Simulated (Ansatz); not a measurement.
Start from `[BH2][GeH2][SiH2][SiH3]` and change one atom or group to get `[SiH3][SiH2][GeH2][SiH2][SiH3]`.

Ansatz, PBE0-D4/def2-TZVP geometries, multiplicity 1. Each molecule was computed in one conformer, which needn't be the lowest.

Scalar relativity is left out up to krypton.

| property | `[BH2][GeH2][SiH2][SiH3]` |
| --- | --- |
| HOMO energy (PBE0/def2-TZVPP) / eV | -7.75 |
| HOMO–LUMO gap (ωB97M-V/def2-TZVPP) / eV | 9.14 |
| LUMO energy (PBE0/def2-TZVPP) / eV | -2.45 |
| HOMO–LUMO gap (PBE0/def2-TZVPP) / eV | 5.30 |
| HOMO energy (B3LYP/def2-TZVPP) / eV | -7.54 |
| LUMO energy (ωB97M-V/def2-TZVPP) / eV | -0.56 |

**Question.** Give the same properties after the change, and the shifts. (An estimate is asked.)

**Answer.** Ansatz gave: 
```json
{"property": "HOMO energy (PBE0/def2-TZVPP) / eV", "`[SiH3][SiH2][GeH2][SiH2][SiH3]`": "-7.79", "shift": "-0.04"}
{"property": "HOMO–LUMO gap (ωB97M-V/def2-TZVPP) / eV", "`[SiH3][SiH2][GeH2][SiH2][SiH3]`": "11.03", "shift": "1.89"}
{"property": "LUMO energy (PBE0/def2-TZVPP) / eV", "`[SiH3][SiH2][GeH2][SiH2][SiH3]`": "-0.34", "shift": "2.11"}
{"property": "HOMO–LUMO gap (PBE0/def2-TZVPP) / eV", "`[SiH3][SiH2][GeH2][SiH2][SiH3]`": "7.45", "shift": "2.15"}
{"property": "HOMO energy (B3LYP/def2-TZVPP) / eV", "`[SiH3][SiH2][GeH2][SiH2][SiH3]`": "-7.57", "shift": "-0.03"}
{"property": "LUMO energy (ωB97M-V/def2-TZVPP) / eV", "`[SiH3][SiH2][GeH2][SiH2][SiH3]`": "1.31", "shift": "1.87"}
```

B3LYP here is the variant with VWN-RPA as its local correlation; programs differ in this.
